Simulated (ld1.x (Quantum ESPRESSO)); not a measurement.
lutetium, ultrasoft: configuration errors across variants

* Element: Lu (Z = 71)
* Generator: ld1.x (Quantum ESPRESSO) 7.5
* Type: ultrasoft
* Functional: PBEsol
* Relativity: fully relativistic
* Frozen core: [Kr] 4d10
* Valence charge: 25
* Reference configuration: 4f14 5s2 5p6 5d2 6s1 6p0
* Partial waves: 5s (bound): rcut 1.50, rcutus 1.80 bohr; 6s (bound): rcut 1.50, rcutus 1.80 bohr; 5p (bound): rcut 1.85, rcutus 2.10 bohr; 6p (bound, empty): rcut 1.85, rcutus 2.10 bohr; 5d (bound): rcut 2.65, rcutus 3.65 bohr; 5d channel at 0.45 Ry: rcut 2.65, rcutus 3.65 bohr; 4f (bound): rcut 1.20, rcutus 1.30 bohr; 4f channel at 0.85 Ry: rcut 1.20, rcutus 1.30 bohr
* Local potential: all-electron potential smoothed inside 2.85 bohr (lloc = -2)
* Core correction: a·sin(br)/r model core inside 1.30 bohr
* Augmentation charge: PSQ, radius 1.05 bohr

Open shells are filled in proportion to 2j + 1 (rel_dist='average').

All-electron excitation energies from the reference (eV): (1) 4f14 5s2 5p6 5d1 6s2 6p0 -3.004; (2) 4f14 5s2 5p6 5d1 6s1 6p0 4.387; (3) 4f14 5s2 5p6 5d1.5 6s1.5 6p0 -1.525.

Tests that are not counted but printed errors over 1 eV. “base”: 4f14 5s2 5p6 5d1 6s0 6p0 (solver errors, printed error -6639 eV). “waves 5s (bound): rcut 1.16, rcutus 1.22 bohr; 6s (bound): rcut 1.16, rcutus 1.22 bohr”: 4f14 5s2 5p6 5d1 6s0 6p0 (solver errors, printed error -6653 eV); 4f13 5s2 5p6 5d0 6s0 6p0 (solver errors, printed error -5908 eV). “waves 5s (bound): rcut 1.42, rcutus 1.50 bohr; 6s (bound): rcut 1.42, rcutus 1.50 bohr”: 4f14 5s2 5p6 5d1 6s0 6p0 (solver errors, printed error -6643 eV).

1 further variants failed, have other tests or too few solved ones, and are left out.

Errors AE − PS in meV (a dash: test not solved or not reliable):

```tsv
change	(1)	(2)	(3)	bound ghosts
base	-66	-32	-14	not determined
waves 5s (bound): rcut 1.16, rcutus 1.22 bohr; 6s (bound): rcut 1.16, rcutus 1.22 bohr	-68	-32	-15	not determined
waves 5s (bound): rcut 1.42, rcutus 1.50 bohr; 6s (bound): rcut 1.42, rcutus 1.50 bohr	-68	-32	-15	not determined
waves 5s (bound): rcut 1.50, rcutus 2.38 bohr; 6s (bound): rcut 1.50, rcutus 2.38 bohr	–	–	–	not determined
```

(1) Give the same row for: waves 5s (bound): rcut 1.50, rcutus 2.68 bohr; 6s (bound): rcut 1.50, rcutus 2.68 bohr.

Answers

(1) –, –, –; bound ghosts: not determined.
